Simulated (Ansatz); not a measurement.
Program: Ansatz. Geometries: PBE0-D4/def2-TZVP. ΔE: electronic, gas phase. CCSD(T)/CBS adds triple-zeta CCSD(T) − MP2 to the extrapolated MP2 energy (def2 sets, frozen cores). This one scheme is used for every species. DFT in def2-TZVPP. Each species was taken in one conformer, which may not be the lowest.

Reaction (cleavage of the Si–Si bond): `N#C[SiH2][SiH2]Cl` + `C[SiH](N)Cl` → `C[SiH](Cl)N[SiH2]Cl` + `N#C[SiH3]`

```json
{"level": "r2SCAN-D4", "ΔE (kJ/mol)": "-66.3"}
{"level": "ωB97X-V", "ΔE (kJ/mol)": "-70.6"}
{"level": "B2PLYP", "ΔE (kJ/mol)": "-72.2"}
{"level": "MP2/def2-TZVPP", "ΔE (kJ/mol)": "-81.9"}
{"level": "CCSD/def2-TZVPP", "ΔE (kJ/mol)": "-75.8"}
{"level": "CCSD(T)/def2-TZVPP", "ΔE (kJ/mol)": "-75.0"}
{"level": "SCS-MP2/def2-QZVPP", "ΔE (kJ/mol)": "-81.9"}
{"level": "CCSD/CBS(def2)", "ΔE (kJ/mol)": "-74.6"}
```

Task: What does CCSD(T)/CBS give? (An estimate is asked.)

Result: Computed: -73.8 kJ/mol. The listed levels differ from it by 7.5, 3.2, 1.6, -8.1, -2.0, -1.2, -8.1, -0.8 kJ/mol.

Largest T1 diagnostic among the species: 0.013.

The D4 term adds −7.3 kJ/mol with B3LYP and −4.3 kJ/mol with PBE0; it sums over pairs of atoms, weighted by their polarisabilities, and B3LYP, whose exchange is more repulsive, gets the larger term. From PBE to PBE0 (25 % exact exchange), in def2-TZVPP and without D4, ΔE moves by −6.9 kJ/mol.

CCSD(T)/CBS has its own doubt, a few kJ/mol and more with outer-core shells, so smaller differences from it don't rank the levels.

B3LYP here is the variant with VWN-RPA as its local correlation; programs differ in this.
